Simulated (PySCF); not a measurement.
A structure optimised at PBE0-D3(BJ)/def2-TZVPD, used in a PySCF frequency run:

```
Pb
H 1 1.7499
H 1 1.7499 2 109.47
H 1 1.7499 2 109.47 3 -120.00
H 1 1.7499 2 109.47 3 120.00
```

Question: Write its SMILES, formula and point group.

Answer: [PbH4], H₄Pb, Td

Question: What are its rotational constants (standard atomic weights)?

Answer: 61.402, 61.402, 61.402 GHz
